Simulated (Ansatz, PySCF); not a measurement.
Another site gives an ion 66389.04 eV lower (`O[SiH2]Br`) at the level CAM-B3LYP-D3(BJ)/def2-TZVPD (PySCF).

Z-matrix (Å, degrees):
```
N
C 1 1.4452
H 2 1.0895 1 110.58
H 2 1.0951 3 107.76 1 -121.19
H 2 1.0971 3 108.08 4 -115.82
C 1 1.4468 2 113.56 3 -177.91
H 6 1.0898 1 110.60 2 177.35
H 6 1.0950 7 107.84 1 121.22
H 6 1.0965 7 107.80 8 116.01
Si 1 1.7042 2 123.64 3 13.69
O 10 1.6513 1 116.85 2 94.18
H 11 0.9588 10 119.27 1 -67.89
H 10 1.4726 11 102.55 12 173.25
H 10 1.4795 13 113.88 11 117.97
```
Charge 0, spin multiplicity 1.

All values below come from frozen-core CCSD(T)/def2-TZVPD // CAM-B3LYP-D3(BJ)/def2-TZVPD run with Ansatz (a program for electronic structure).

The HF energy is -499.38110 Ha and the MP2 correlation energy comes out as -0.91321 Ha.

Estimate the CCSD correlation energy, the (T) correction, the total energy and the T1 diagnostic.


```yaml
CCSD correlation energy: -0.96337 Ha
"(T) correction": -0.03581 Ha
CCSD(T) total energy: -500.38028 Ha
T1 diagnostic: 0.011
```
